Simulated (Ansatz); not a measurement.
Job for Ansatz (a program for electronic structure): R-CCSDT(Q)/cc-pVDZ on NH2 (SMILES [NH2+]), 2S+1 = 1, a spin state set in the input, which need not be the lowest. Charge +1.

Ansatz 0.2 input:
```yaml
crystal:
  periodic: [false, false, false]
  atoms:
    - {symbol: N, position_ang: [-0.00035518, 0.13719546, 0.02231484]}
    - {symbol: H, position_ang: [-0.84942901, -0.48238715, -0.07809730]}
    - {symbol: H, position_ang: [0.85191529, -0.47798105, -0.07810655]}
basis:
  gaussian:
    orbitals: cc-pVDZ
total_charge: 1
magnetization: {spin_polarized: false}
correlation: {method: ccsdt_q, electrons: outside_noble_gas}
scf: {omitted_lower_state_checks: [cluster_reference]}
```

Program output:

```
WARN ansatz: RAYON_NUM_THREADS=2 ignored (pool sized by the plan → 2); use --threads N
Functional definition: HF
these checks for a lower state are left out or cut short: cluster_reference
integrals: 0.00 GiB planned
417 factors; integrals over basis functions are off by at most 1.5e-7 eV
mean field: 0.04 GiB planned
mean field evaluation 1: about -1499.8633 eV, gradient 1.6e1 eV
mean field evaluation 2: about -1499.8629 eV, gradient 1.6e1 eV
mean field evaluation 4: about -1500.4446 eV, gradient 7.3e-1 eV
mean field evaluation 8: about -1500.4465 eV, gradient 7.5e-7 eV
mean field -1500.44654329 eV, -55.1403934268 hartree, gradient 2.4e-6 eV, S^2 0.000000; 0 other end points of the search recorded, 0 dependent functions left out; unrestricted orbitals would lower it
1 core orbitals not correlated
reference -1500.44654329 eV, -55.1403934268 hartree; 3, 3 occupied and 20, 20 virtual orbitals, 417 factors
second order -3.31408100 eV of doubles, -0.00000000 eV of singles
coupled cluster: 0.06 GiB planned
cycle   1  -3.81689747 eV  change   -5.0e-1 eV  update   5.0e-2
cycle   2  -4.11470718 eV  change   -3.0e-1 eV  update   2.7e-2
cycle   3  -4.14282670 eV  change   -2.8e-2 eV  update   1.5e-2
cycle   4  -4.16071385 eV  change   -1.8e-2 eV  update   1.0e-2
cycle   5  -4.18306686 eV  change   -2.2e-2 eV  update   6.4e-3
cycle   6  -4.18620119 eV  change   -3.1e-3 eV  update   2.6e-3
cycle   7  -4.18815801 eV  change   -2.0e-3 eV  update   8.8e-4
cycle   8  -4.18824041 eV  change   -8.2e-5 eV  update   2.4e-4
cycle   9  -4.18810378 eV  change    1.4e-4 eV  update   8.5e-5
cycle  10  -4.18815275 eV  change   -4.9e-5 eV  update   3.6e-5
cycle  11  -4.18817578 eV  change   -2.3e-5 eV  update   1.6e-5
cycle  12  -4.18817032 eV  change    5.5e-6 eV  update   5.1e-6
cycle  13  -4.18816243 eV  change    7.9e-6 eV  update   2.1e-6
cycle  14  -4.18816198 eV  change    4.5e-7 eV  update   7.3e-7
coupled cluster: 0.06 GiB planned
perturbative correction -0.00584074 eV, -0.0002146432 hartree
Total energy: -1504.64054602 eV, -55.2945201841 hartree
Checks for a lower state left out: cluster_reference
```

The run converged.

Cost: roughly 1.0 core-seconds.
